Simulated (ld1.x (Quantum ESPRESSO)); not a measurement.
# Transferability test, PAW potential for molybdenum (Mo)

molybdenum (Mo), PAW, made with ld1.x (Quantum ESPRESSO) 7.5 (LDA (PZ), scalar-relativistic). Core [Ar] 3d10 4s2, reference 4p6 4d5 5s1 5p0. Waves: 5s (bound): rcut 2.15, rcutus 2.90 bohr; 5s channel at 1.95 Ry: rcut 2.15, rcutus 2.90 bohr; 4p (bound): rcut 1.65, rcutus 1.95 bohr; 5p (bound, empty): rcut 1.65, rcutus 1.95 bohr; 4d (bound): rcut 1.45, rcutus 1.95 bohr; 4d channel at 0.5 Ry: rcut 1.45, rcutus 1.95 bohr. Local part: all-electron potential smoothed inside 2.35 bohr (lloc = -1). Core correction: Bessel-smoothed model core, default radius (core density twice the valence density). Augmentation charge: PSQ, inside the norm-conserving radii.

Energies are relative to the spin-unpolarised reference configuration 4p6 4d5 5s1 5p0; without spin polarisation the order of configurations can differ from experiment. Spin-polarised rows fill each open shell by Hund’s rule, majority spin first. The frozen-core shift is the all-electron ΔE with the core orbitals held at their reference shape minus the fully relaxed ΔE.

| valence configuration | charge | ΔE all-electron (eV) | error AE − PS (meV) | frozen-core shift (meV) |
| --- | --- | --- | --- | --- |
| 4p6 4d5 5s0 5p0 | +1 | 7.186 | -1.5 | +1.8 |
| 4p6 4d4 5s0 5p0 | +2 | 22.889 | -6.1 | +5.0 |
| 4p6 4d3 5s0 5p0 | +3 | 49.850 | -43 | +40 |
| 4p6 4d5 5s0.5 5p0 | +0.5 | 2.864 | -0.6 | +0.7 |
| 4p6 4d2 5s0 5p0 | +4 | 89.547 | -156 | +148 |
| 4p5 4d5 5s1 5p0 | +1 | 44.091 | -22 | +45 |
| 4p6 4d5 5s1 5p0 (spin-polarised) | 0 | -3.924 | -1.9 | +4.5 |
| 4p6 4d5 5s0 5p0 (spin-polarised) | +1 | 3.795 | -4.6 | +6.4 |

Question: What are ΔE and the potential's error for 4p6 4d5.5 5s0.5 5p0?

Answer: ΔE = 0.310 eV all-electron; the error (AE − PS) is -1.3 meV.

Levels in the configuration 4p6 4d5.5 5s0.5 5p0:

```tsv
level	all-electron (eV)	pseudo (eV)
4p	-37.513	-37.506
4d	-3.167	-3.166
5s	-4.003	-4.003
```
